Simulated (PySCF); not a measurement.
Isomers of [C5H4O3]+ (charge +1 and doublet state), one GFN2-xTB conformer each. Single-point energies are computed at B3LYP/pcH-1 (PySCF, gas phase, no added dispersion term), electronic only. GFN2-xTB treats the open shell by occupation alone, and not every SCF solution was tested for stability.

Problem. Rank them by B3LYP/pcH-1 energy, lowest first (kJ/mol).
A. `[O:1]=[C:2]([OH:3])[C:4]1=[CH:5][O:6][CH:7][CH+:8]1` (charge +1 and doublet state) with O1–C2–O3–H 0°, O1–C2–C4–C5 180°
B. `[O:1]=[C:2]([OH:3])[C+:4]1[CH:5][CH:6]=[CH:7][O:8]1` (charge +1 and doublet state) with O1–C2–O3–H 0°, O1–C2–C4–C5 37°

Solution. B (0.0), A (0.4).

Neighbours under 21 kJ/mol apart (O=C(O)[C+]1[CH]C=CO1 and O=C(O)C1=CO[CH][CH+]1) can change places with a better method, another conformer or zero-point energy. GFN2-xTB itself gives, in the same order: 7.1, 0.0. GFN2-xTB puts O=C(O)C1=CO[CH][CH+]1 lowest instead.
